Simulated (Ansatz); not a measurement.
HCl3Si (SMILES Cl[SiH](Cl)Cl), singlet, at a GFN2-xTB geometry. Base run: CCSD(T)/6-31G* run with Ansatz (a first-principles code).

Input for Ansatz:
Ansatz 0.2 input:
```yaml
crystal:
  periodic: [false, false, false]
  atoms:
    - {symbol: Si, position_ang: [0.02863441, -0.01627765, 0.49106656]}
    - {symbol: Cl, position_ang: [-1.24158057, -1.43679456, -0.14881741]}
    - {symbol: Cl, position_ang: [-0.64009829, 1.79232122, -0.07685298]}
    - {symbol: Cl, position_ang: [1.85144867, -0.33834186, -0.29276296]}
    - {symbol: H, position_ang: [0.11303141, -0.06425436, 1.93843503]}
basis:
  gaussian:
    orbitals: 6-31G*
magnetization: {spin_polarized: false}
correlation: {method: ccsd_t}
```

Each row names what was changed in the base input (with any setting that the change needs).

```tsv
change	ΔE vs base (mEh)	MP2 correlation (Eh)	CC correlation without the perturbative part (Eh)	basis functions
base	0.000	-0.46179	-0.50455	78
electrons = outside_noble_gas	0.000	-0.46179	-0.50455	78
lower_state_search = off	0.000	-0.46179	-0.50455	78
method = ccsd	12.558	-0.46179	-0.50455	78
accuracy = high	-0.014	-0.46179	-0.50455	78
method = rpa	…	-	-	78
diis_vectors = 2	0.000	-0.46179	-0.50455	78
electrons = all	…	…	…	78
method = bccd	13.012	-0.46179	-0.50410	78
method = bccd_t	-0.106	-0.46179	-0.50410	78
```

Question: Complete the blanks.

Answer: 
- method = rpa, ΔE vs base (mEh): -10.905
- electrons = all, ΔE vs base (mEh): -39.260
- electrons = all, MP2 correlation (Eh): -0.50331
- electrons = all, CC correlation without the perturbative part (Eh): -0.54284
